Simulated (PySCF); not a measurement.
**Calculated NMR data**

PySCF 2.14.0 with density-fitted response routines calculation with geometry from GFN2-xTB and shielding tensors at PBE0/pcSseg-1 (GIAO); rapidly exchanging positions averaged, one computed conformer, isolated molecule, relativity neglected.

Scale: 1H (σref 31.72), 13C (σref 186.93) vs TMS (reference shieldings calculated alike). Splittings of carbon signals by F and P are missing where no couplings were computed. Where no couplings were computed, multiplicities follow the n + 1 count of equivalent neighbours, and m marks all less simple cases (inequivalent or close neighbours, rings, F or P nearby). Shifts are as computed. Against solution values, carbons near 30 ppm lie about +3 ppm off and those near 130 ppm about +5 ppm; carbons on Cl a further +6 ppm. Of 1211 compounds with measured shifts, 218 miss one by over three times the rms of a fit or turn the order of signals round; such compounds aren't used in these exercises. Carbons bonded to Cl come out too deshielded. OH and NH positions are gas-phase values without hydrogen bonding to other molecules.

**1.** `NCC1=CCNC1`, C₅H₁₀N₂. 1H NMR (500 MHz, computed): δ 5.66 (t, 1H), 3.88 (m, 2H), 3.62 (s, 2H), 3.40 (s, 2H), 0.96 (br s, 1H), 0.84 (br s, 2H). 13C{1H} NMR (computed): δ 160.6 (C), 127.5 (CH), 60.0 (CH2), 59.6 (CH2), 46.9 (CH2).

**2.** SMILES FC(=C(F)F)C1(Cl)CC1, C₅H₄ClF₃. 1H NMR (500 MHz, computed): δ 1.44 (m, 2H), 1.23 (m, 2H). 13C{1H} NMR (computed): δ 168.9 (C), 137.0 (C), 40.4 (C), 19.0 (CH2).

**3.** SMILES N(/N=C(\C=C)C)C, C₅H₁₀N₂. 1H NMR (500 MHz, computed): δ 6.62 (m, 1H), 5.42 (m, 1H), 5.37 (m, 1H), 5.15 (br s, 1H), 3.34 (s, 3H), 2.02 (s, 3H). 13C{1H} NMR (computed): δ 134.0, 127.9, 120.0, 41.6, 23.5.
